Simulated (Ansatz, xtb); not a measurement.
CH3ClIn: which of two structures lies lower

Structure I: a doublet given by its coordinates. Structure II: `[CH3][In][Cl]`, a doublet. Both are isolated molecules in the gas phase, relaxed with r2SCAN-D4/def2-SVP.

I (Å):

```yaml
atoms:
  - { symbol: C, position_ang: [-0.9318, -0.2818, 0.2304] }
  - { symbol: Cl, position_ang: [-2.5356, -0.8045, 0.9179] }
  - { symbol: In, position_ang: [-0.5673, -2.1626, -0.9233] }
  - { symbol: H, position_ang: [-1.1000, 0.6367, -0.3454] }
  - { symbol: H, position_ang: [-0.2500, -0.0984, 1.0729] }
  - { symbol: H, position_ang: [-0.1804, -3.5818, 0.0721] }
```

Close contacts (Å): C1–Cl2 1.82, C1–In3 2.24, Cl2–In3 3.02, C1–H4 1.10, C1–H5 1.10, In3–H6 1.78.

II (Å):

```xyz
6

C     0.8359    0.1157   -0.8673
Cl   -0.9479   -1.4870    2.1269
In   -0.6355   -1.4670   -0.2613
H     1.8030   -0.2081   -0.4567
H     0.4882    1.0371   -0.3790
H     0.8715    0.2160   -1.9585
```

Task: Estimate which is lower in electronic energy at CCSD(T)/def2-SVP + ΔMP2/def2-TZVPP, and by roughly how much.

Result: The CCSD(T)/def2-SVP + ΔMP2/def2-TZVPP calculation puts structure II lower, by 223.6 kJ/mol.

The same difference at several levels:

| level | geometry | E(II) − E(I) (kJ/mol) | departure from the last row (kJ/mol) | job, with rough time for the two |
| --- | --- | --- | --- | --- |
| r2SCAN-D4/def2-SVP | r2SCAN-D4/def2-SVP | −226.8 | −3.2 | optimisation, 5.1 min |
| HF/def2-SVP | r2SCAN-D4/def2-SVP | −239.5 | −15.9 | part of the CCSD(T) run |
| MP2/def2-SVP | r2SCAN-D4/def2-SVP | −224.9 | −1.3 | part of the CCSD(T) run |
| CCSD(T)/def2-SVP | r2SCAN-D4/def2-SVP | −221.2 | +2.4 | single point |
| CCSD(T)/def2-SVP + ΔMP2/def2-TZVPP | r2SCAN-D4/def2-SVP | −223.6 |  | single point, 95 s |

None of the levels shown reverses the order. The largest departure from CCSD(T)/def2-SVP + ΔMP2/def2-TZVPP is that of HF/def2-SVP, 15.9 kJ/mol. A small imaginary or near-zero mode remains, so no thermal terms are given. Levels run at GFN2-xTB geometries aren't shown. The last row adds to CCSD(T) the change of the MP2 difference between the two basis sets, here −2.4 kJ/mol.

Open shells are spin-unrestricted. The correlated steps freeze 10 core orbitals; the filled d shell of In is correlated, in a basis made for valence electrons. Atoms past krypton carry core potentials in the def2 sets and no spin–orbit term is included. Programs: Ansatz 0.2.0; the last row on 1 thread of AMD EPYC (Zen 3) on a shared host.
